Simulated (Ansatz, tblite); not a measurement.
Forces on Ge(OMe)2H2 (C2H8GeO2) at its PBE-D4/def2-SVP geometry. Charge 0, multiplicity 1.

The xTB rows come from tblite. Another isomer (singlet) lies 1.93 eV lower at PBE0-D4/def2-TZVP; other spin states weren't run for this one.

GFN1-xTB (tblite), largest force 1.12 eV/Å:

```xyz
13
positions Å, forces eV/Å
C     1.863   -0.513    0.906    0.542   -0.026   -0.027
C    -1.149    0.309   -1.771   -0.088   -0.106   -0.529
Ge   -0.811    0.231    0.982   -0.644    0.194    0.795
O     0.527   -0.971    1.013    0.004    0.333   -0.043
O    -0.856    1.066   -0.610   -0.041   -0.331    0.079
H     2.119    0.256    1.674   -0.181   -0.322   -0.347
H     2.086   -0.074   -0.095   -0.153   -0.172    0.416
H     2.541   -1.378    1.058   -0.317    0.347   -0.069
H    -2.108   -0.258   -1.687    0.444    0.249    0.029
H    -0.346   -0.425   -2.017   -0.324    0.311    0.162
H    -1.247    1.009   -2.628    0.056   -0.275    0.385
H    -0.541    1.381    1.982   -0.223   -0.817   -0.724
H    -2.078   -0.633    1.192    0.924    0.616   -0.126
```

GFN2-xTB (tblite), largest force 0.67 eV/Å:

```
C 0.613 0.104 -0.028
C -0.132 -0.242 -0.562
Ge -0.108 0.041 0.148
O -0.003 0.561 -0.033
O -0.101 -0.541 0.150
H -0.259 -0.440 -0.426
H -0.230 -0.240 0.524
H -0.458 0.350 -0.070
H 0.562 0.355 0.058
H -0.395 0.422 0.233
H 0.088 -0.247 0.520
H -0.097 -0.372 -0.434
H 0.520 0.250 -0.080
```

PBE-D4/def2-TZVP (Ansatz), largest force 0.60 eV/Å:

```
C 0.551 0.227 -0.048
C -0.128 -0.350 -0.474
Ge 0.030 0.003 -0.016
O -0.172 -0.101 0.021
O 0.034 0.131 0.138
H -0.108 -0.209 -0.187
H -0.102 -0.130 0.259
H -0.231 0.208 -0.037
H 0.250 0.171 0.014
H -0.196 0.217 0.101
H 0.039 -0.157 0.270
H -0.009 -0.031 -0.030
H 0.041 0.021 -0.011
```
